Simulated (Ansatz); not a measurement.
Computed with Ansatz on PBE0-D4/def2-TZVP structures; ΔE is electronic, products minus reactants. CBS: MP2 limit from def2 TZ/QZ plus the TZ coupled-cluster correction, frozen cores. DFT in def2-TZVPP. B3LYP here is the variant with VWN-RPA as its local correlation; programs differ in this. One conformer a species, not always the lowest.

Consider the redistribution: `CO[SiH2]CN` + `N[SiH](N)O` → `NC[SiH2]N` + `CO[SiH](N)O`.

| level | ΔE (kJ/mol) |
| --- | --- |
| B3LYP-D4 | 0.1 |
| CCSD/CBS(def2) | -0.6 |

(1) What does CCSD(T)/CBS give? (An estimate is asked.)

Largest T1 diagnostic among the species: 0.011.

Answers

(1) Ansatz gave: -0.3 kJ/mol. The listed levels differ from it by 0.4, -0.3 kJ/mol.
